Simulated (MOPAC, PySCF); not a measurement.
C8H7ClSSi, SMILES `[SiH3]c1c(Cl)ccc2ccsc12`, neutral singlet in the gas phase. 

Z-matrix (Å, degrees):
```
C
C 1 1.4078
C 2 1.3949 1 115.58
C 3 1.4040 2 123.32 1 -0.01
C 4 1.3827 3 119.71 2 -0.01
H 4 1.0907 5 121.08 3 179.98
H 5 1.0925 4 120.14 6 -0.04
C 5 1.4048 7 119.96 4 179.96
C 8 1.4351 5 129.17 7 0.05
C 9 1.3593 8 112.42 5 179.98
H 10 1.0898 9 127.52 8 -179.98
H 9 1.0906 10 123.80 11 0.00
S 10 1.7314 11 119.12 9 -179.97
Cl 3 1.7402 2 118.88 1 -179.94
Si 2 1.8857 3 120.88 4 -179.99
H 15 1.4913 2 110.70 3 60.61
H 15 1.4914 16 109.70 2 122.44
H 15 1.4933 16 109.06 17 119.38
```
Charge 0, spin multiplicity 1.

All levels are single points at this geometry (PBE0-D3(BJ)/def2-SVP); Pople sets use spherical d functions. Orbital energies aren't observables, and empty levels follow the basis.

PM3 in MOPAC gives HOMO (eV) = -8.73.

Task: Estimate the HOMO (eV) from each of these levels: PBE0-D3(BJ)/def2-TZVP in PySCF; B3LYP/6-31G* in PySCF; PBE/6-31G* in PySCF; SVWN5/6-31G* in PySCF; HF/3-21G in PySCF; HF/STO-3G in PySCF; AM1 in MOPAC; PM6 in MOPAC.

Result: 
```csv
level,HOMO (eV)
PBE0-D3(BJ)/def2-TZVP in PySCF,-6.52
B3LYP/6-31G* in PySCF,-6.09
PBE/6-31G* in PySCF,-5.38
SVWN5/6-31G* in PySCF,-5.52
HF/3-21G in PySCF,-8.51
HF/STO-3G in PySCF,-6.34
AM1 in MOPAC,-8.70
PM6 in MOPAC,-8.84
```
